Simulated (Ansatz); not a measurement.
Reaction (redistribution): `B1N[SiH2]1` + `[AlH2][SiH2]BC[SiH3]` → `[SiH3][SiH]1BN1` + `CB[SiH2][AlH2]`

Program: Ansatz. Geometries: PBE0-D4/def2-TZVP. ΔE: electronic, gas phase. CCSD(T)/CBS adds triple-zeta CCSD(T) − MP2 to the extrapolated MP2 energy (def2 sets, frozen cores). Each species was taken in one conformer, which may not be the lowest.

| species | CCSD(T)/CBS(def2) energy (Eh) |
| --- | --- |
| `B1N[SiH2]1` | -370.97252 |
| `[AlH2][SiH2]BC[SiH3]` | -888.99748 |
| `[SiH3][SiH]1BN1` | -661.25416 |
| `CB[SiH2][AlH2]` | -598.71139 |

Question: Work out ΔE.

Answer: ΔE = (-661.25416) + (-598.71139) − (-370.97252) − (-888.99748) = 0.00445 Eh = +11.7 kJ/mol.

Largest T1 diagnostic among the species: 0.015.

From PBE to PBE0 (25 % exact exchange), in def2-TZVPP and without D4, ΔE moves by +4.0 kJ/mol. The D4 term adds +4.0 kJ/mol with B3LYP and +2.2 kJ/mol with PBE0; it sums over pairs of atoms, weighted by their polarisabilities, and B3LYP, whose exchange is more repulsive, gets the larger term.

B3LYP here is the variant with VWN-RPA as its local correlation; programs differ in this.
